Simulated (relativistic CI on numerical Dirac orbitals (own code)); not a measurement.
**Pd¹¹⁺: sensitivity of the levels to the model**

Base calculation: Dirac-Coulomb-Breit CI, separate exchange-only KLI orbitals for each configuration, QED by a radiative potential, unscaled Slater integrals.

CI space (outside the closed core [Ar] 3d10): 4s2 4p5, 4s 4p6, 4s2 4p4 4d, 4s 4p5 4d, 4s2 4p4 4f, 4s 4p5 4f, 4p6 4d, 4s2 4p4 5s, 4s 4p4 4d2, 4s2 4p4 5p, 4s2 4p3 4d 4f, 4p6 5s, 4p6 4f, 4s 4p5 5s, 4s2 4p4 5d, 4s 4p4 4d 5s, 4s 4p5 5p, 4s2 4p4 6s, 4s2 4p3 4f 5s, 4s2 4p4 5f, 4s2 4p4 6p, 4s2 4p4 5g, 4s 4p5 5d, 4p5 4d 4f, 4s2 4p4 6d, 4s 4p4 5s2, 4s2 4p4 7s, 4s2 4p3 4d2, 4s2 4p2 4d3, 4s 4p3 4d3, 4s2 4p2 4d2 4f, 4s 4p3 4d2 4f, 4s2 4p2 4d2 5s, 4p5 4d2, 4p4 4d3, 4p4 4d2 4f, 4p4 4d2 5s, 4s2 4p3 4d 5s, 4s 4p3 4d2 5s, 4s2 4p2 4d 4f 5s, 4s 4p3 4d 4f 5s, 4s2 4p2 4d 5s2, 4p5 4d 5s, 4p4 4d 4f 5s, 4p4 4d 5s2. Double excitations out of closed p, d and f shells are left out; levels of such configurations are missing from the list, as are those of other unlisted configurations, and high levels can miss mixing partners. These lack a partner that the ground configuration has and come out too high: 4s2 4p4 5p, 4s2 4p4 5d, 4s 4p5 5p, 4s2 4p4 6s, 4s2 4p4 5f.

The lowest level and the first level of each name with at least 55 % of one term (blank where a level has no safe partner in the second run):

| Level | Base (cm⁻¹) | Shift (cm⁻¹) |
| --- | --- | --- |
| 4s2 4p5 2P°_3/2 | 0 | 0 |
| 4s2 4p5 2P°_1/2 | 44734 | +800 |
| 4s 4p6 2S_1/2 | 318350 | +59669 |
| 4s2 4p4 4d 4D_5/2 | 418193 | +1020 |
| 4s2 4p4 4d 4D_3/2 | 419363 | +1324 |
| 4s2 4p4 4d 4D_7/2 | 421546 | +881 |
| 4s2 4p4 4d 4F_9/2 | 439840 | +972 |
| 4s2 4p4 4d 2P_1/2 | 454906 | +3555 |
| 4s2 4p4 4d 4P_1/2 | 459796 | -206 |
| 4s2 4p4 4d 4F_5/2 | 465614 | +1814 |
| 4s2 4p4 4d 4P_5/2 | 474727 | +3019 |
| 4s2 4p4 4d 2D_5/2 | 490364 | +3612 |
| 4s2 4p4 4d 2G_7/2 | 491878 | +3780 |
| 4s2 4p4 4d 2F_5/2 | 496339 | +4745 |

At this charge energies of transitions that change n are usually good to better than 1 %, and those within a shell (Δn = 0) to a few per cent.

Problem. One thing was changed in a second run, which moved the levels as shown. Which?
A. non-relativistic limit
B. QED terms removed
C. Breit term removed
D. configuration mixing switched off

Solution. D. Configuration mixing switched off. Without mixing, levels that were pushed by configurations of the same parity and J return to their single-configuration places.

LS names give the leading component of a level, which can be under half, so a name can repeat, a term be missing and a line seem to break the LS rules.
